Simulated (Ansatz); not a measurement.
`[F][GeH]([SH])[Cl]` + CH₃NH₂ → `C[NH][GeH]([F])[Cl]` + H₂S at 400 K and 1 bar (ligand exchange at a Ge–S bond).

Calculated with Ansatz (gas phase, PBE0-D4/def2-TZVP geometries, no zero-point term in ΔE). CCSD(T)/CBS is the MP2 limit (def2-TZVPP, def2-QZVPP) plus CCSD(T) − MP2 in def2-TZVPP, frozen cores. This one scheme is used for every species. For Ge outer-core shells are correlated without core-valence functions, which leaves a few kJ/mol of doubt a bond. Scalar relativity is left out up to krypton. Each species was taken in one conformer, which may not be the lowest.

| species | CCSD(T)/CBS energy (Eh) | H − E (kJ/mol) | S (J/(mol·K)) |
| --- | --- | --- | --- |
| `[F][GeH]([SH])[Cl]` | -3034.76350 | 84.5 | 369.7 |
| CH₃NH₂ | -95.75281 | 185.4 | 256.0 |
| `C[NH][GeH]([F])[Cl]` | -2731.53480 | 208.4 | 402.7 |
| H₂S | -398.97279 | 53.4 | 215.9 |

H − E and S are ideal-gas, rigid-rotor, harmonic terms from PBE0-D4/def2-TZVP, for one conformer and one mirror image of each species. 1 Eh = 2625.50 kJ/mol, R = 8.31446 J/(mol·K).

**Question.** By hand: ΔE, ΔH, ΔS and ΔG.

**Answer.** ΔE = (-2731.53480) + (-398.97279) − (-3034.76350) − (-95.75281) = 0.00872 Eh = 22.9 kJ/mol. Δ(H − E) = 208.4 + 53.4 − 84.5 − 185.4 = -8.1, so ΔH = 14.8 kJ/mol. ΔS = 402.7 + 215.9 − 369.7 − 256.0 = -7.1 J/(mol·K). ΔG = 14.8 − 400 × (-7.1)/1000 = 17.6 kJ/mol.

**Question.** By hand: the equilibrium constant, and the temperature at which ΔG would vanish if ΔH and ΔS stayed fixed.

**Answer.** log₁₀ K = −ΔG/(RT ln 10) = -2.3. ΔH and −TΔS have one sign here, so there is no such temperature.

The number of gas molecules stays the same, so ΔS is small and ΔH decides. A doubt of 5 kJ/mol in ΔE shifts log₁₀ K by 0.7 here. Other conformers and mirror images would add mixing entropy, several J/(mol·K) or more a flexible species. Modes under 60 cm⁻¹, often nearly free rotors, make the harmonic entropy too high. These are equilibria of isolated gas molecules and say nothing of rates. Largest T1 diagnostic: 0.011 (customary marks: 0.02 for closed shells, 0.045 for open ones).

ΔS is within the doubt of such terms, so its sign, and with it that verdict, could turn.
